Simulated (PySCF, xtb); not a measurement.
SeCl3, SMILES Cl[Se+](Cl)Cl, charge +1.

xtb with GFN2-xTB at its own geometry gives an orbital gap of 4.36 eV.

Geometry optimised at PBE0-D3(BJ)/def2-SVP. The multiplicity is an assumed one; other spin states were not compared. The isomer is the one that the SMILES or the coordinates give; other isomers of the formula were not compared.

Problem. What does M06-2X/def2-TZVPD run with PySCF give? (The exact figures need the calculation; the answer reports its results.)

Solution. gap 8.42 eV (levels -16.26 and -7.84 eV).
